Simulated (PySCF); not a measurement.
Species: 1-chloro-3-ethynylbenzene, C8H5Cl.
Numbering: `[CH:1]#[C:2][c:3]1[cH:4][cH:5][cH:6][c:7]([Cl:8])[cH:9]1` (hydrogens: H10 on C1; H11 on C4; H12 on C5; H13 on C6; H14 on C9)

Level: CAM-B3LYP/def2-SVPD in PySCF, non-relativistic, on one gas-phase PBE0-D3(BJ)/def2-SVP geometry that isn't relaxed in the solvent. The solvent is an IEF-PCM continuum (van der Waals radii × 1.2), and excitations are vertical TDDFT with non-equilibrium linear response and a frozen core. The model holds no explicit solvent molecules, cavitation or dispersion.

Gas-phase singlets (H = HOMO, L = LUMO):

```csv
state,E (eV),λ (nm),f,leading configurations
S1,4.984,249,0.019,"H-1→L 39%, H→L+1 33%"
S2,5.283,235,0.232,"H→L 65%, H-1→L 16%"
S3,5.572,222,0.000,H-2→L 88%
S4,6.162,201,0.466,"H→L+1 44%, H-1→L 28%"
S5,6.283,197,0.000,"H→L+5 44%, H→L+3 10%"
```

Problem. What are the lowest 5 singlets in chloroform (ε = 4.711)?

Solution. 
```csv
state,E (eV),λ (nm),f,leading configurations,change by rank (eV)
S1,4.991,248,0.042,"H-1→L 37%, H→L+1 30%",+0.007
S2,5.218,238,0.327,"H→L 63%, H-1→L 21%",-0.065
S3,5.630,220,0.000,H-2→L 88%,+0.058
S4,6.075,204,0.640,"H→L+1 49%, H-1→L 29%",-0.087
S5,6.305,197,0.001,"H→L+5 53%, H-3→L+5 10%",+0.022
```

Problem. Give the list for acetonitrile (ε = 35.69), n² = 1.81.

Solution. 
```json
{"state": "S1", "E (eV)": "5.002", "λ (nm)": "248", "f": "0.034", "leading configurations": "H-1→L 38%, H→L+1 31%", "change by rank (eV)": "+0.018"}
{"state": "S2", "E (eV)": "5.244", "λ (nm)": "236", "f": "0.312", "leading configurations": "H→L 65%, H-1→L 19%", "change by rank (eV)": "-0.039"}
{"state": "S3", "E (eV)": "5.651", "λ (nm)": "219", "f": "0.000", "leading configurations": "H-2→L 88%", "change by rank (eV)": "+0.079"}
{"state": "S4", "E (eV)": "6.112", "λ (nm)": "203", "f": "0.617", "leading configurations": "H→L+1 49%, H-1→L 29%", "change by rank (eV)": "-0.050"}
{"state": "S5", "E (eV)": "6.320", "λ (nm)": "196", "f": "0.000", "leading configurations": "H→L+5 55%, H-3→L+5 10%", "change by rank (eV)": "+0.037"}
```

Problem. The ground-state energy changes by -0.178 eV from gas to acetonitrile. By how much does the total energy of gas-phase S2 change?

Solution. E(S2) = E(S0) + excitation energy, so it changes by -0.178 − 0.039 = -0.217 eV: it is lowered more than the ground state, which is what a red shift means. This is the vertical state, with the slow part of the continuum still set for S0.

Problem. How do the frontier levels move from gas to acetonitrile?

Solution. 
```csv
orbital,gas (eV),solvent (eV),change (eV),"Löwdin shares, gas","Löwdin shares, solvent"
LUMO+2,1.22,1.32,+0.10,"Cl8 17 %, C5 11 %, C1 10 %, C2 9 %","Cl8 22 %, C1 14 %, C2 12 %, C4 7 %"
LUMO+1,0.27,0.34,+0.07,"C7 19 %, C5 18 %, C4 18 %, C9 17 %","C7 19 %, C5 18 %, C9 18 %, C4 17 %"
LUMO,-0.37,-0.32,+0.05,"C6 17 %, C3 16 %, C1 12 %, C2 10 %","C6 17 %, C3 16 %, C1 12 %, C2 10 %"
HOMO,-8.28,-8.27,+0.01,"C1 17 %, C6 16 %, C2 13 %, C3 13 %","C1 16 %, C6 16 %, C3 14 %, C2 13 %"
HOMO-1,-8.76,-8.73,+0.03,"C9 24 %, Cl8 16 %, C5 15 %, C7 14 %","C9 24 %, C5 16 %, C7 14 %, Cl8 14 %"
HOMO-2,-9.67,-9.71,-0.04,"C1 42 %, C2 41 %, C3 6 %, H10 4 %","C1 42 %, C2 41 %, C3 6 %"
HOMO-3,-10.40,-10.40,0.00,"C2 19 %, C1 16 %, C5 15 %, Cl8 14 %","C2 20 %, C1 17 %, Cl8 15 %, C5 14 %"
```

The HOMO–LUMO gap goes from 7.90 to 7.95 eV.

The run took about 70 s of CPU time (one thread, shared machine). This is the whole response run at CAM-B3LYP/def2-SVPD in acetonitrile, SCF included.
